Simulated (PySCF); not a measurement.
Ionisation energy of Pb(2+) by level of theory

Pb(2+) [Xe] 4f14 5d10 6s2 (1S) → Pb(3+) [Xe] 4f14 5d10 6s1 (2S), as a difference of total energies. All numbers are calculated (PySCF 2.14, scalar relativity by spin-free X2C-1e, in x2c-QZVPPall). The calculations carry no spin-orbit coupling.

| method | ionisation energy (eV) |
| --- | --- |
| UHF | 29.776 |
| M06-L | 31.356 |
| revPBE | 31.948 |

For comparison: 31.937 eV (measured; NIST Atomic Spectra Database, ionization energies).
